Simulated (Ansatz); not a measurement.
Mulliken charges of C2H6SSi (`C[Si]SC`) from r2SCAN/def2-TZVPP in Ansatz (PBE0-D4/def2-TZVP geometry).

```json
{"atom": "C1", "x (Å)": "-0.474", "y (Å)": "1.498", "z (Å)": "0.212", "charge (e)": "-0.335"}
{"atom": "Si2", "x (Å)": "-1.532", "y (Å)": "0.665", "z (Å)": "-1.132", "charge (e)": "0.171"}
{"atom": "S3", "x (Å)": "-0.685", "y (Å)": "-1.278", "z (Å)": "-1.197", "charge (e)": "-0.189"}
{"atom": "C4", "x (Å)": "0.678", "y (Å)": "-1.448", "z (Å)": "-0.013", "charge (e)": "-0.140"}
{"atom": "H5", "x (Å)": "-0.564", "y (Å)": "0.976", "z (Å)": "1.171", "charge (e)": "0.076"}
{"atom": "H6", "x (Å)": "0.587", "y (Å)": "1.503", "z (Å)": "-0.056", "charge (e)": "0.075"}
{"atom": "H7", "x (Å)": "-0.795", "y (Å)": "2.532", "z (Å)": "0.356", "charge (e)": "0.083"}
{"atom": "H8", "x (Å)": "0.332", "y (Å)": "-1.278", "z (Å)": "1.005", "charge (e)": "0.083"}
{"atom": "H9", "x (Å)": "1.484", "y (Å)": "-0.753", "z (Å)": "-0.246", "charge (e)": "0.083"}
{"atom": "H10", "x (Å)": "1.052", "y (Å)": "-2.468", "z (Å)": "-0.097", "charge (e)": "0.092"}
```

Question: By hand: the dipole of these point charges (1 e Å = 4.8032 D).

Answer: Σ q r = (0.114, 0.058, 0.132) e Å, of length 0.184 e Å = 0.88 D.

Question: How does the dipole of the full density compare? (An estimate is asked.)

Answer: Ansatz gave: (0.415, 0.048, 0.404) e Å, 2.79 D; the point charges give 0.32 times that, at 14° from its direction.

Point charges leave out the atoms' own dipoles, such as those of lone pairs, and Mulliken's split depends on the basis, so the two needn't agree.
